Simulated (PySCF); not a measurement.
Working out the ionisation energy of Al²⁺

Al²⁺ [Ne] 3s1 (2S) → Al³⁺ [Ne] (1S). Computed with PySCF 2.14 in def2-TZVPPD, with no relativity, point nucleus. Frozen: 1s2. Energies in hartree (1 hartree = 27.21139 eV):

| part | Al²⁺ (lower) | Al³⁺ (upper) |
| --- | --- | --- |
| UHF | -241.024579 | -239.994817 |
| CCSD correlation | -0.147871 | -0.138381 |
| (T) | -0.001117 | -0.000936 |

Problem. What does Hartree-Fock give?

Solution. (-239.994817) − (-241.024579) = 1.029762 hartree = 28.021 eV.

Problem. What do CCSD and CCSD(T) give?

Solution. The CCSD correlation energies differ by 0.009490 hartree = 0.258 eV and the triples by 0.000181 hartree = 0.005 eV, so CCSD gives 28.279 eV and CCSD(T) 28.284 eV.

Measured between the centres of the two terms (NIST): 28.448 eV, so CCSD(T) (valence and next inner shell) is off by -0.164 eV.

What remains against the reference includes basis incompleteness, the frozen core and higher excitations.
